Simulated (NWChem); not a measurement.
System: CH₇AlSi; SMILES [AlH]([CH3])[SiH3]

Results from NWChem. Pople sets run with spherical d functions. Geometry: optimised at PBE0/def2-SVP. Core excitations by TDA in a window of 1s orbitals, non-relativistic and unshifted: absolute energies depend strongly on the exact-exchange share.

```json
[
 {"level": "Al K edge, BHandHLYP/def2-TZVP", "first 1s excitation (eV)": "1543.7", "dipole oscillator strength of the first": "0.0086", "first state with f > 0.002 (eV)": "1543.7", "dipole oscillator strength of that state": "0.0086"},
 {"level": "Al K edge, PBE/def2-TZVP", "first 1s excitation (eV)": "?", "dipole oscillator strength of the first": "?", "first state with f > 0.002 (eV)": "?", "dipole oscillator strength of that state": "?"},
 {"level": "Si K edge, PBE0/6-311G**", "first 1s excitation (eV)": "1798.7", "dipole oscillator strength of the first": "0.0002", "first state with f > 0.002 (eV)": "1801.4", "dipole oscillator strength of that state": "0.0026"}
]
```

Question: Complete the blanks.

Answer: 
- Al K edge, PBE/def2-TZVP, first 1s excitation (eV): 1504.2
- Al K edge, PBE/def2-TZVP, dipole oscillator strength of the first: 0.0037
- Al K edge, PBE/def2-TZVP, first state with f > 0.002 (eV): 1504.2
- Al K edge, PBE/def2-TZVP, dipole oscillator strength of that state: 0.0037
